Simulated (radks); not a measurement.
The numbers below are computed, except where a source is named.
All-electron atom: the samarium ion Sm+ in [Xe] 4f6 6s1.

Level of theory: Dirac Kohn-Sham, exchange-only LDA, spin-unpolarised, spherical densities, finite nucleus; open shells are shared between the two j in proportion to 2j + 1; Fermi nuclear charge, rms radius 5.0819 fm (a radial shooting solver on a logarithmic mesh with Libxc functionals).

Energy parts (eV):
total: -283550.43
kinetic: 307466.07
electron-nucleus: -694842.14
Hartree: 109887.09
exchange: -6061.45

Orbitals (lengths in bohr, moments of r in powers of bohr; r(max) is where P^2 peaks; r(90%) holds 90 % of the orbital's charge):
[
 {"orbital": "1s1/2", "occ.": "2", "eigenvalue (eV)": "-46584.38", "r(90%)": "0.0411", "<r^4>": "1.321e-06", "r(max)": "0.01450", "<r>": "0.02276", "small-component weight": "5.30e-02"},
 {"orbital": "2s1/2", "occ.": "2", "eigenvalue (eV)": "-7613.563", "r(90%)": "0.150", "<r^4>": "0.0002119", "r(max)": "0.08239", "<r>": "0.09656", "small-component weight": "1.17e-02"},
 {"orbital": "2p1/2", "occ.": "2", "eigenvalue (eV)": "-7220.314", "r(90%)": "0.133", "<r^4>": "0.0001317", "r(max)": "0.06238", "<r>": "0.08076", "small-component weight": "1.17e-02"},
 {"orbital": "2p3/2", "occ.": "4", "eigenvalue (eV)": "-6618.243", "r(90%)": "0.142", "<r^4>": "0.0001698", "r(max)": "0.06802", "<r>": "0.08738", "small-component weight": "1.09e-02"},
 {"orbital": "3s1/2", "occ.": "2", "eigenvalue (eV)": "-1671.054", "r(90%)": "0.374", "<r^4>": "0.008370", "r(max)": "0.2341", "<r>": "0.2549", "small-component weight": "3.65e-03"},
 {"orbital": "3p1/2", "occ.": "2", "eigenvalue (eV)": "-1501.310", "r(90%)": "0.367", "<r^4>": "0.007655", "r(max)": "0.2210", "<r>": "0.2444", "small-component weight": "3.59e-03"},
 {"orbital": "3p3/2", "occ.": "4", "eigenvalue (eV)": "-1379.472", "r(90%)": "0.385", "<r^4>": "0.009265", "r(max)": "0.2331", "<r>": "0.2572", "small-component weight": "3.37e-03"},
 {"orbital": "3d3/2", "occ.": "4", "eigenvalue (eV)": "-1083.745", "r(90%)": "0.357", "<r^4>": "0.006814", "r(max)": "0.1856", "<r>": "0.2287", "small-component weight": "3.25e-03"},
 {"orbital": "3d5/2", "occ.": "6", "eigenvalue (eV)": "-1057.256", "r(90%)": "0.363", "<r^4>": "0.007230", "r(max)": "0.1890", "<r>": "0.2327", "small-component weight": "3.19e-03"},
 {"orbital": "4s1/2", "occ.": "2", "eigenvalue (eV)": "-335.2661", "r(90%)": "0.833", "<r^4>": "0.2099", "r(max)": "0.5399", "<r>": "0.5795", "small-component weight": "1.15e-03"},
 {"orbital": "4p1/2", "occ.": "2", "eigenvalue (eV)": "-270.1930", "r(90%)": "0.865", "<r^4>": "0.2414", "r(max)": "0.5454", "<r>": "0.5935", "small-component weight": "1.08e-03"},
 {"orbital": "4p3/2", "occ.": "4", "eigenvalue (eV)": "-243.2865", "r(90%)": "0.907", "<r^4>": "0.2924", "r(max)": "0.5714", "<r>": "0.6228", "small-component weight": "1.00e-03"},
 {"orbital": "4d3/2", "occ.": "4", "eigenvalue (eV)": "-135.9720", "r(90%)": "1.00", "<r^4>": "0.4329", "r(max)": "0.5828", "<r>": "0.6653", "small-component weight": "8.41e-04"},
 {"orbital": "4d5/2", "occ.": "6", "eigenvalue (eV)": "-131.1683", "r(90%)": "1.02", "<r^4>": "0.4609", "r(max)": "0.5913", "<r>": "0.6758", "small-component weight": "8.19e-04"},
 {"orbital": "5s1/2", "occ.": "2", "eigenvalue (eV)": "-48.1550", "r(90%)": "2.04", "<r^4>": "7.506", "r(max)": "1.260", "<r>": "1.410", "small-component weight": "2.42e-04"},
 {"orbital": "5p1/2", "occ.": "2", "eigenvalue (eV)": "-30.6879", "r(90%)": "2.35", "<r^4>": "13.17", "r(max)": "1.380", "<r>": "1.595", "small-component weight": "1.89e-04"},
 {"orbital": "5p3/2", "occ.": "4", "eigenvalue (eV)": "-27.1188", "r(90%)": "2.50", "<r^4>": "16.87", "r(max)": "1.458", "<r>": "1.694", "small-component weight": "1.68e-04"},
 {"orbital": "6s1/2", "occ.": "1", "eigenvalue (eV)": "-7.8052", "r(90%)": "5.74", "<r^4>": "462.9", "r(max)": "3.449", "<r>": "3.947", "small-component weight": "3.16e-05"},
 {"orbital": "4f5/2", "occ.": "2.57143", "eigenvalue (eV)": "-7.6879", "r(90%)": "1.78", "<r^4>": "7.136", "r(max)": "0.6107", "<r>": "1.004", "small-component weight": "4.37e-04"},
 {"orbital": "4f7/2", "occ.": "3.42857", "eigenvalue (eV)": "-7.1471", "r(90%)": "1.82", "<r^4>": "8.147", "r(max)": "0.6161", "<r>": "1.025", "small-component weight": "4.27e-04"},
 {"orbital": "5d3/2", "occ.": "0", "eigenvalue (eV)": "-6.4779", "r(90%)": "4.60", "<r^4>": "192.7", "r(max)": "2.121", "<r>": "2.876", "small-component weight": "5.86e-05"},
 {"orbital": "5d5/2", "occ.": "0", "eigenvalue (eV)": "-6.2612", "r(90%)": "4.72", "<r^4>": "212.9", "r(max)": "2.175", "<r>": "2.950", "small-component weight": "5.55e-05"},
 {"orbital": "6p1/2", "occ.": "0", "eigenvalue (eV)": "-4.9777", "r(90%)": "7.20", "<r^4>": "1145", "r(max)": "4.285", "<r>": "4.927", "small-component weight": "2.03e-05"},
 {"orbital": "6p3/2", "occ.": "0", "eigenvalue (eV)": "-4.6660", "r(90%)": "7.54", "<r^4>": "1379", "r(max)": "4.520", "<r>": "5.172", "small-component weight": "1.88e-05"}
]

The highest occupied level is 4f7/2 at -7.147 eV. Summed over all electrons, <r^2> = 59.41 bohr^2, which gives a Langevin (diamagnetic) susceptibility term of -47 x 10^-6 cm^3/mol.
